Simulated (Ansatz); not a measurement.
Two isomers of C8H16: A = `C[C@@H]1CCCC[C@H]1C`, B = `C[C@H]1CC[C@H](C)CC1`.

Program: Ansatz. Geometries: PBE0-D4/def2-TZVP. ΔE: electronic, gas phase. CCSD(T)/CBS is the MP2 limit (def2-TZVPP, def2-QZVPP) plus CCSD(T) − MP2 in def2-TZVPP, frozen cores. DFT in def2-TZVPP. B3LYP here is the variant with VWN-RPA as its local correlation; programs differ in this.

Which isomer does CCSD(T)/CBS put lower? Give the gap. (An estimate is asked.)

Computed: B, by 14.3 kJ/mol.

Give E(B) − E(A) in kJ/mol with PBE-D4, CCSD(T)/def2-TZVPP, CCSD/def2-TZVPP, HF/def2-TZVPP, MP2/def2-TZVPP, B3LYP-D4, ωB97M-V. (Best estimate.)

Computed: PBE-D4 -14.4, CCSD(T)/def2-TZVPP -13.6, CCSD/def2-TZVPP -14.6, HF/def2-TZVPP -22.4, MP2/def2-TZVPP -13.2, B3LYP-D4 -13.7, ωB97M-V -14.0. None reverses the order clearly.

Largest T1 diagnostic: 0.009.

The D4 term adds +6.0 kJ/mol with B3LYP and +3.5 kJ/mol with PBE0; it sums over pairs of atoms, weighted by their polarisabilities, and B3LYP, whose exchange is more repulsive, gets the larger term. In def2-TZVPP, CCSD(T) changes the Hartree–Fock value by +8.8 kJ/mol (the triples alone add +1.1 kJ/mol) and MP2 by +9.2 kJ/mol.
